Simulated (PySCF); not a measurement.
Acetic anhydride, C4H6O3.
Bonds: C1–C2, C2–O3 (double), C2–O4, O4–C5, C5–C6, C5–O7 (double). Hydrogens: H8, H9, H10 on C1; H11, H12, H13 on C6.

Theory: PySCF, TDDFT PBE0/def2-SVPD, vertical, gas phase, core orbitals frozen in the response. Isolated species at its GFN2-xTB geometry (one conformer only). Torsions of this conformer, `[CH3:1][C:2](=[O:3])[O:4][C:5]([CH3:6])=[O:7]`: C1–C2–O4–C5 180°, C2–O4–C5–C6 180°.

```json
{"state": "S1", "λ (nm)": "252.9", "E (eV)": "4.90", "f": "0.0015", "symmetry": "–", "main configurations (H = HOMO, L = LUMO)": "H→L (96%)"}
{"state": "S2", "λ (nm)": "216.4", "E (eV)": "5.73", "f": "0.0000", "symmetry": "–", "main configurations (H = HOMO, L = LUMO)": "H-1→L (69%), H→L+2 (29%)"}
{"state": "S3", "λ (nm)": "179.5", "E (eV)": "6.91", "f": "0.0000", "symmetry": "–", "main configurations (H = HOMO, L = LUMO)": "H→L+2 (68%), H-1→L (30%)"}
{"state": "S4", "λ (nm)": "173.1", "E (eV)": "7.16", "f": "0.032", "symmetry": "B1 or B2", "main configurations (H = HOMO, L = LUMO)": "H→L+1 (97%)"}
{"state": "S5", "λ (nm)": "160.7", "E (eV)": "7.71", "f": "0.0006", "symmetry": "–", "main configurations (H = HOMO, L = LUMO)": "H-1→L+2 (94%)"}
{"state": "S6", "λ (nm)": "159.9", "E (eV)": "7.75", "f": "0.161", "symmetry": "B1 or B2", "main configurations (H = HOMO, L = LUMO)": "H-2→L (93%)"}
{"state": "S7", "λ (nm)": "156.7", "E (eV)": "7.91", "f": "0.0029", "symmetry": "A1", "main configurations (H = HOMO, L = LUMO)": "H→L+3 (77%), H-1→L+1 (21%)"}
{"state": "S8", "λ (nm)": "149.5", "E (eV)": "8.29", "f": "0.0000", "symmetry": "–", "main configurations (H = HOMO, L = LUMO)": "H-1→L+1 (76%), H→L+3 (21%)"}
```

Triplets, Tamm–Dancoff:

```tsv
state	E (eV)	λ (nm)	main configurations (H = HOMO, L = LUMO)
T1	4.41	281.4	H→L (92%)
T2	5.15	241.0	H-1→L (62%), H→L+2 (35%)
T3	5.98	207.2	H-2→L (85%), H-3→L+2 (9%)
```

The lowest singlet lies at 4.90 eV (253 nm, ultraviolet) and is very weak; its leading configuration is HOMO→LUMO (96%). The most intense listed level is S6 at 7.75 eV (160 nm, f = 0.161), 2.85 eV above S1. Löwdin shares by element: HOMO oxygen 76%, carbon 6% or more (atoms not listed hold the other 18%); LUMO carbon 40% or more, oxygen 37% or more (atoms not listed hold the other 22%). The oscillator strengths of these states sum to 0.198; summed over the whole spectrum of an exact calculation they would give the number of electrons, 54 (Thomas–Reiche–Kuhn). Weighted by f, the mean energy of these states is 7.64 eV. The listed states span 3.39 eV, and the widest gap between neighbours is 1.18 eV (S2 to S3). Symmetry labels in C2v follow from the direction of the transition dipole and are given only for states with f of 0.002 or more; B1 and B2 swap with the choice of axes. Only the lowest 8 singlets were computed, as vertical energies without vibronic structure.
